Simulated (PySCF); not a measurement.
Mapped SMILES: `[CH2:1]=[C:2]([CH:3]=[O:4])[S:5][SiH3:6]` (H(Xn): hydrogen on atom n). Ha(C1) is cis to C3; Hb(C1) is trans to C3.

Geometry: PBE0-D3(BJ)/def2-SVP; GIAO shifts from PySCF, gas phase, non-relativistic, averaged over equivalent atoms.

At CAM-B3LYP/pcSseg-1 (146 basis functions, 16 s wall time on 1 thread of an Arm Neoverse V2, shared host):
```tsv
atoms	δ (ppm)
C3	200.4
C2	157.0
C1	143.5
O4	640.1
S5	-113.4
Si6	-56.9
H(C3)	8.92
Hb(C1)	6.76
Ha(C1)	6.11
H(Si6)	4.78
```

δ = σ(ref) − σ, references computed at the same level: 13C (σ = 182.45 ppm) and 29Si (σ = 343.41 ppm) and 1H (σ = 31.33 ppm) against TMS; 17O (σ = 338.55 ppm) vs H2O; 33S (σ = 487.21 ppm) vs CS2.

Q: Estimate the result of repeating the calculation with PBE0/cc-pVTZ.

A: 
```json
{"atoms": "C3", "δ at PBE0/cc-pVTZ": "194.3", "change": "-6.1"}
{"atoms": "C2", "δ at PBE0/cc-pVTZ": "153.4", "change": "-3.6"}
{"atoms": "C1", "δ at PBE0/cc-pVTZ": "138.6", "change": "-4.9"}
{"atoms": "O4", "δ at PBE0/cc-pVTZ": "616.9", "change": "-23.2"}
{"atoms": "S5", "δ at PBE0/cc-pVTZ": "-98.9", "change": "+14.5"}
{"atoms": "Si6", "δ at PBE0/cc-pVTZ": "-54.2", "change": "+2.7"}
{"atoms": "H(C3)", "δ at PBE0/cc-pVTZ": "9.36", "change": "+0.44"}
{"atoms": "Hb(C1)", "δ at PBE0/cc-pVTZ": "6.79", "change": "+0.03"}
{"atoms": "Ha(C1)", "δ at PBE0/cc-pVTZ": "6.18", "change": "+0.07"}
{"atoms": "H(Si6)", "δ at PBE0/cc-pVTZ": "5.11", "change": "+0.33"}
```

Shifts are taken against calculated references (same method and geometry level): 13C (σref 187.29), 29Si (σref 360.00), 1H (σref 31.29) against TMS; 17O (σref 334.84) vs H2O; 33S (σref 524.82) against CS2.

The largest change is at O4 (aldehyde oxygen). Cost: 272 basis functions, 39 s wall time on 1 thread of an Arm Neoverse V2, shared host. The order of the carbon signals is the same at both levels.

Unscaled 17O shifts of doubly bonded oxygen tend to come out too high, by tens of ppm or more. Experimental scales use liquid or dissolved standards, which lie at an offset from isolated H2O (liquid H2O: subtract about 36 ppm).
